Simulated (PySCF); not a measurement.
Ga(Et)(Vi)(OMe), SMILES [CH]([Ga]([CH2]C)[O]C)=C at its GFN2-xTB optimised geometry (Å):

```
18

Ga    -0.6873    -0.0150     0.0000
C      1.3926    -0.0150     0.0000
C      2.0246     1.3735    -0.0101
H      1.7177    -0.5892    -0.8755
H      1.7167    -0.5758     0.8845
H      1.7180     1.9462     0.8647
H      1.7301     1.9277    -0.9008
H      3.1133     1.2985    -0.0015
C     -2.0703     1.4795     0.0000
C     -1.7656     2.7678    -0.0005
H     -3.1133     1.1681     0.0010
H     -2.5214     3.5440    -0.0004
H     -0.7421     3.1159    -0.0018
O     -1.5256    -1.5245     0.0023
C     -1.9390    -2.8689     0.0005
H     -2.4462    -3.1005     0.9413
H     -2.6357    -3.0382    -0.8254
H     -1.0868    -3.5440    -0.1145
```

Method: PBE0/def2-SVP in PySCF 2.14.0.

Map of the electrostatic potential (hartree/e), clipped to [-0.08, 0.12] on the plane z = 1.0 Å:

```
|3333333333333333333333333333333|
|3333333333333333333333333333333|
|3333333333333333333333333333333|
|3333333333333333333333333333333|
|3333333333333333333333333333333|
|3333333333333333333333333333333|
|3333333334444333333333333333333|
|3333333334675443333333333333333|
|3333322234895433344553333333333|
|3333222223564333349995333333333|
|3333222234443333459998333333333|
|3333333347853344449998433333333|
|3333333346855676445997443333333|
|3333333334569999645665433333333|
|2222222223489999757764333333333|
|2222222222599999769995333333333|
|2222222111389999769998333333333|
|2222222100148999559998333333333|
|2222222100023455436995333333333|
|2222222110122123333443333333333|
|2222222223332112223333333333333|
|3222223368863222223333333333333|
|3332233699995322223333333333333|
|3333333799984332233333333333333|
|3333333599954333333333333333333|
|3333333455433333333333333333333|
|3333333333333333333333333333333|
|3333333333333333333333333333333|
|3333333333333333333333333333333|
|3333333333333333333333333333333|
|3333333333333333333333333333333|
```
Scale: ten equal steps from -0.055 (start of '0') to 0.120 (end of '9'), in the order '0123456789'; x runs from -6.00 to 6.00, y from -6.00 (bottom) to 6.00 (top).
